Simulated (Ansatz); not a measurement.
`[Cl][SnH2][Cl]` and `[OH][SnH2][Cl]` differ in one atom or group.

Ansatz, PBE0-D4/def2-TZVP geometries, multiplicity 1. Each molecule was computed in one conformer, which needn't be the lowest.

Elements past krypton have def2 core potentials.

| property | `[Cl][SnH2][Cl]` |
| --- | --- |
| HOMO–LUMO gap (ωB97M-V/def2-TZVPP) / eV | 11.72 |
| HOMO energy (PBE0/def2-TZVPP) / eV | -8.94 |
| LUMO energy (ωB97M-V/def2-TZVPP) / eV | 0.57 |
| ideal-gas entropy at 298 K and 1 bar (rigid rotor, harmonic PBE0-D4/def2-TZVP) / J/(mol·K) | 315 |
| HOMO energy (ωB97M-V/def2-TZVPP) / eV | -11.15 |
| size of the dipole moment (PBE/def2-TZVPP) / D | 2.46 |

Q: Give the same properties after the change, and the shifts. (An estimate is asked.)

A: Ansatz gave: 
```csv
property,`[OH][SnH2][Cl]`,shift
HOMO–LUMO gap (ωB97M-V/def2-TZVPP) / eV,11.91,0.19
HOMO energy (PBE0/def2-TZVPP) / eV,-8.73,0.21
LUMO energy (ωB97M-V/def2-TZVPP) / eV,0.92,0.35
"ideal-gas entropy at 298 K and 1 bar (rigid rotor, harmonic PBE0-D4/def2-TZVP) / J/(mol·K)",321,6
HOMO energy (ωB97M-V/def2-TZVPP) / eV,-10.99,0.16
size of the dipole moment (PBE/def2-TZVPP) / D,1.80,-0.66
```

With PBE0 the HOMO rises by 0.21 eV and the LUMO rises by 0.51 eV, so the gap widens by about 0.30 eV. PBE moves the HOMO by 0.39 eV and ωB97M-V by 0.16 eV. The zero-point energy changes by 31.0 kJ/mol with +3 modes. Dipoles are sizes alone; their direction can turn.
